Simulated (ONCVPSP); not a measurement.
**Mn, ONCV: configuration errors across variants**

Mn (Z = 25), optimised norm-conserving Vanderbilt (ONCV), made with ONCVPSP 4.0.1 (LDA (Perdew-Zunger), scalar-relativistic). Core [Ne] 3s2, reference 3p6 3d5.5 4s1.5. Waves: 4s: rc 2.30 bohr, ncon 4, nbas 7, qcut 3.3 1/bohr, 3 projectors, debl 2.4 Ha; 3p: rc 1.05 bohr, ncon 5, nbas 9, qcut 16.6 1/bohr, 2 projectors, debl 2.6 Ha; 3d: rc 1.20 bohr, ncon 3, nbas 8, qcut 14.4 1/bohr, 2 projectors, debl 1.3 Ha; f scattering state at 0.16 Ha: rc 2.35 bohr, ncon 4, nbas 9, qcut 4.7 1/bohr, 3 projectors, debl 3.5 Ha. Local part: polynomial inside 1.05 bohr (lpopt 5, dvloc0 2 Ha). Core correction: polynomial model core, fcfact 0.2.

All-electron excitation energies from the reference (eV): (1) 3p6 3d5 4s2 0.505; (2) 3p6 3d5 4s1 9.159; (3) 3p6 3d5 4s0 25.036; (4) 3p6 3d4 4s2 4p1 8.425.

1 further variants failed, have other tests or too few solved ones, and are left out.

A true bound ghost makes a file unfit for plane-wave use even where its test errors are small: the radial tests pick states by their node count and pass the ghost by.

Errors AE − PS in meV (a dash: test not solved or not reliable):

| change | (1) | (2) | (3) | (4) | bound ghosts | GHOST(+) flags above zero |
| --- | --- | --- | --- | --- | --- | --- |
| base | -17 | +1.2 | +4.5 | -124 | none | s |
| s: debl 1.5 | -17 | +1.2 | +4.5 | -124 | none | s |
| core correction polynomial model core, fcfact 0.66 | -17 | +1.2 | +4.4 | -125 | none | s |
| s: qcut 2.5; p: qcut 12.7; d: qcut 11; f: qcut 3.6 | -14 | +0.1 | -0.3 | -84 | none | s |
| local potential polynomial inside 0.80 bohr (lpopt 4, dvloc0 -1 Ha) | -17 | +1.3 | +4.5 | -124 | none | s |
| f: ncon 5, nbas 10 | -17 | +1.2 | +4.5 | -124 | none | s |
| d: rc 0.8; local potential polynomial inside 0.80 bohr (lpopt 5, dvloc0 2 Ha) | -19 | -0.5 | – | -144 | s | s |
| s: qcut 2 | -11 | +0.9 | -2.1 | -79 | none | s |
| p: nproj 1 | -17 | +1.3 | +4.5 | -109 | none | s |
| all radii but the core radius scaled by about 1.06 (s 2.44, p 1.12, d 1.28, f 2.48 bohr); local potential polynomial inside 1.12 bohr (lpopt 5, dvloc0 2 Ha) | -17 | +1.3 | +4.7 | -121 | none | s |

Question: Give the same row for: p: rc 1.14.

Answer: -17, +1.2, +4.5, -125; bound ghosts: none; GHOST(+) flags above zero: s.
